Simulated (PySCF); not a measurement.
**Static response to an electric field**

Species: C₅H₈N₂O.
Numbering: `[CH3:1][O:2][c:3]1[cH:4][cH:5][n:6]([CH3:7])[n:8]1` (hydrogens: H9, H10, H11 on C1; H12 on C4; H13 on C5; H14, H15, H16 on C7)

Cartesian coordinates in Å at the GFN2-xTB level; atoms count from 1:
```
atom  x, y, z in Å
C1     2.7530    0.5615   -0.0044
O2     2.1171   -0.6971   -0.0721
C3     0.7736   -0.6522   -0.0505
C4    -0.0768   -1.7742   -0.1157
C5    -1.3405   -1.2377   -0.0608
N6    -1.2109    0.0986    0.0332
C7    -2.2492    1.0843    0.0988
N8     0.0768    0.4689    0.0380
H9     2.4559    1.1901   -0.8480
H10    3.8227    0.3638   -0.0381
H11    2.4916    1.0786    0.9226
H12    0.2115   -2.8004   -0.1885
H13   -2.3034   -1.7071   -0.0799
H14   -3.0018    0.7936    0.8331
H15   -1.7956    2.0278    0.3952
H16   -2.7318    1.2105   -0.8742
```

Level: PBE0/def2-SVPD (PySCF), static field, nuclei fixed, core orbitals frozen in the response. The polarisability tensor in these axes (au):

```
x   97.63 -1.30 -0.43
y   -1.30 79.91  1.53
z   -0.43  1.53 53.47
```

Problem. Diagonalise the tensor; give its mean and Δα, where Δα² is half the sum of the squared differences of the eigenvalues.

Solution. Principal values 53.38, 79.90 and 97.73 au; mean 77.00 au = 11.41 Å³ = 12.70 × 10⁻⁴⁰ C²·m²/J; Δα = 38.65 au (50 % of the mean).

Problem. What is the dipole moment, and where does it point?

Solution. (-2.11, 0.65, 0.07) D, 2.21 D in size, pointing from the negative to the positive side. Measured along this direction, the outermost atoms are H10 at the negative end and H14 at the positive end.

Problem. Molar refractivity from α?

Solution. Lorentz–Lorenz: R = (4π/3)N_A α = 2.5225 cm³/(mol·Å³) × 11.41 Å³ = 28.8 cm³/mol, in the limit of long wavelengths.

Problem. Sum over states: ᾱ = Σ f/ω², ω in Eh. What share falls to these 6 lowest TDDFT singlets (eV, f)? 5.94, 0.1176; 6.00, 0.0137; 6.56, 0.0044; 6.80, 0.0097; 6.91, 0.0041; 6.97, 0.0732.

Solution. They add up to 4.16 au, 5.4 % of the 77.00 au; the largest single term is 2.47 au, from the state at 5.94 eV. Terms in order: 2.47, 0.28, 0.08, 0.15, 0.06, 1.12 au. Higher excitations give the rest. The strengths listed sum to 0.223.

Problem. Rayleigh depolarisation ratio (linearly polarised light, static tensor)?

Solution. ρ = 3Δα²/(45ᾱ² + 4Δα²) = 4482.1/(266827 + 5976.1) = 0.0164.

Problem. What are the principal values of the traceless quadrupole moment, Θ = ½Σq(3rr − r²1), about the centre of nuclear charge?

Solution. -7.07, -2.40, 9.47 D·Å. The values depend on the origin, since the dipole doesn't vanish. The electronic extent ⟨r²⟩ about the same centre is 1005 bohr², a root-mean-square distance of 2.17 Å for the 60 electrons.

One conformer (not necessarily the lowest) at the GFN2-xTB geometry, without solvent, vibrations or thermal averaging.
